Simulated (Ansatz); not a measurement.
Start from `CO[C]1=[CH][GeH2]1` and change one atom or group to get `Cl[C]1=[CH][GeH2]1`.

Ansatz, PBE0-D4/def2-TZVP geometries, multiplicity 1. Each molecule was computed in one conformer, which needn't be the lowest.

Scalar relativity is left out up to krypton.

```json
{"property": "HOMO–LUMO gap (B3LYP/def2-TZVPP) / eV", "`CO[C]1=[CH][GeH2]1`": "6.52"}
{"property": "HOMO–LUMO gap (PBE0/def2-TZVPP) / eV", "`CO[C]1=[CH][GeH2]1`": "7.00"}
{"property": "LUMO energy (PBE0/def2-TZVPP) / eV", "`CO[C]1=[CH][GeH2]1`": "0.15"}
{"property": "HOMO energy (PBE0/def2-TZVPP) / eV", "`CO[C]1=[CH][GeH2]1`": "-6.85"}
{"property": "LUMO energy (PBE/def2-TZVPP) / eV", "`CO[C]1=[CH][GeH2]1`": "-0.67"}
{"property": "size of the dipole moment (B3LYP/def2-TZVPP) / D", "`CO[C]1=[CH][GeH2]1`": "1.48"}
```

Q: What does the change do to each property? (Estimate.)

A: Computed: 
```csv
property,`Cl[C]1=[CH][GeH2]1`,shift
HOMO–LUMO gap (B3LYP/def2-TZVPP) / eV,6.47,-0.05
HOMO–LUMO gap (PBE0/def2-TZVPP) / eV,6.92,-0.08
LUMO energy (PBE0/def2-TZVPP) / eV,-0.49,-0.64
HOMO energy (PBE0/def2-TZVPP) / eV,-7.40,-0.55
LUMO energy (PBE/def2-TZVPP) / eV,-1.34,-0.67
size of the dipole moment (B3LYP/def2-TZVPP) / D,1.48,0.00
```

With PBE0 the HOMO falls by 0.55 eV and the LUMO falls by 0.64 eV, so the gap narrows by about 0.09 eV. PBE moves the HOMO by -0.60 eV and ωB97M-V by -0.47 eV. Dipoles are sizes alone; their direction can turn.

B3LYP here is the variant with VWN-RPA as its local correlation; programs differ in this.
